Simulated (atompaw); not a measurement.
Reading a pseudo-wave (Be)

Columns: radius, all-electron u(r) and pseudo u(r) of the 1s shell (level -106.21 eV) of beryllium in the configuration 1s2 2s2 2p0; PBE, scalar-relativistic, PAW (atompaw) scheme, atompaw 4.2.0.5.

```
r (bohr)  all-electron  pseudo
   0.115        1.0696  0.8950
   0.231        1.3734  1.3387
   0.346        1.3383  1.3381
   0.462        1.1715  1.1715
   0.577        0.9715  0.9715
   0.692        0.7796  0.7796
   0.808        0.6108  0.6108
   0.923        0.4720  0.4720
   1.038        0.3604  0.3604
   1.154        0.2724  0.2724
   1.269        0.2054  0.2054
   1.385        0.1539  0.1539
   1.500        0.1152  0.1152
   1.615        0.0859  0.0859
   1.731        0.0637  0.0637
   1.846        0.0473  0.0473
   1.962        0.0349  0.0349
   2.077        0.0258  0.0258
   2.192        0.0190  0.0190
   2.308        0.0140  0.0140
   2.423        0.0103  0.0103
   2.538        0.0076  0.0076
   2.654        0.0055  0.0055
   2.769        0.0041  0.0041
   2.885        0.0030  0.0030
   3.000        0.0022  0.0022
```

How many radial nodes do the two functions have?

The all-electron 1s function has n − l − 1 = 0; the pseudo-wave has 0.

At about which radius was the pseudo-wave matched?

0.40 bohr, where the columns begin to agree (steps of 0.12 bohr).

Where does each function peak?

Outermost all-electron maximum near 0.23 bohr, pseudo maximum near 0.23 bohr (to the table’s step).

Is the pseudo-wave norm-conserving?

No, it belongs to a PAW set: the norm inside the radius is not constrained, and the difference is carried by the augmentation charge.
